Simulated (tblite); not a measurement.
Species: C₈H₁₁OP.
SMILES with atom numbers: `[CH2:1]=[CH:2][c:3]1[cH:4][c:5]([O:6][CH3:7])[pH:8][c:9]1[CH3:10]` (hydrogens: H11, H12 on C1; H13 on C2; H14 on C4; H15, H16, H17 on C7; H18 on P8; H19, H20, H21 on C10)

A start from a force field or distance geometry was refined with tblite 0.8.0, GFN2-xTB geometry optimisation, gas phase. Values at the start:

```
 coordinate    start
      C1=C2  1.326 Å
     C1–H11  1.070 Å
     C1–H12  1.107 Å
      C2–C3  1.497 Å
     C2–H13  1.060 Å
      C3–C4  1.328 Å
      C4–C5  1.366 Å
     C4–H14  1.117 Å
      C5–O6  1.407 Å
      C5–P8  1.655 Å
      O6–C7  1.414 Å
     C7–H15  1.103 Å
     C7–H16  1.110 Å
      P8–C9  1.918 Å
     P8–H18  1.430 Å
     C9–C10  1.518 Å
   C1–C2–C3   120.4°
   C2–C3–C9   120.1°
   C3–C4–C5   116.7°
   C3–C9–P8   104.4°
   C4–C3–C9   116.1°
   C4–C5–P8   112.5°
   O6–C5–P8   122.5°
  P8–C9–C10   127.3°
C1–C2–C3–C4       1°
C4–C5–O6–C7     110°
```

**Question.** How do these coordinates change at the GFN2-xTB level?

**Answer.** 
| coordinate | GFN2-xTB (Å or °) | change |
| --- | --- | --- |
| C5–P8 | 1.828 | +0.173 |
| C3–C4 | 1.445 | +0.117 |
| P8–C9 | 1.811 | -0.107 |
| C5–O6 | 1.353 | -0.054 |
| C2–C3 | 1.450 | -0.047 |
| C4–H14 | 1.075 | -0.042 |
| C1–H12 | 1.077 | -0.030 |
| P8–H18 | 1.401 | -0.029 |
| C9–C10 | 1.496 | -0.022 |
| C2–H13 | 1.082 | +0.022 |
| C4–C5 | 1.350 | -0.016 |
| C7–H16 | 1.097 | -0.013 |
| O6–C7 | 1.404 | -0.010 |
| C1–H11 | 1.076 | +0.006 |
| C7–H15 | 1.098 | -0.005 |
| C1=C2 | 1.329 | +0.003 |
| C3–C9–P8 | 111.3 | +6.9 |
| P8–C9–C10 | 121.3 | -6.0 |
| C1–C2–C3 | 126.0 | +5.6 |
| C2–C3–C9 | 123.0 | +2.9 |
| O6–C5–P8 | 125.0 | +2.5 |
| C4–C3–C9 | 113.6 | -2.5 |
| C3–C4–C5 | 114.4 | -2.3 |
| C4–C5–P8 | 111.0 | -1.5 |
| C4–C5–O6–C7 | 175 | +65 |
| C1–C2–C3–C4 | 0 | -1 |

The energy falls by 2.110 eV over 140 L-BFGS steps, the largest force on an atom goes from 5.28 to 0.010 eV/Å, and the atoms move by 0.633 Å rms after alignment. The bond that changes most is C5–P8 (unsaturated ring carbon to ring phosphorus), which lengthens by 0.173 Å. Bonds longer at the end by more than 0.005 Å: 4 of 21; shorter: 14. Among the dihedrals that turn most is C5–O6–C7–H17, from -116° to 177°. Rotational constants go from 1754, 834.2, 587.2 to 1876, 816.8, 576.0 MHz.

On one thread, Intel Xeon Platinum 8488C (x86_64), shared host with 96 logical CPUs at a one-minute load of 58, this took 1.5 s wall.

Its GFN2-xTB frequencies are all real (lowest 37 cm⁻¹). The numbers are those of one conformer.

All values are computed, not measured.
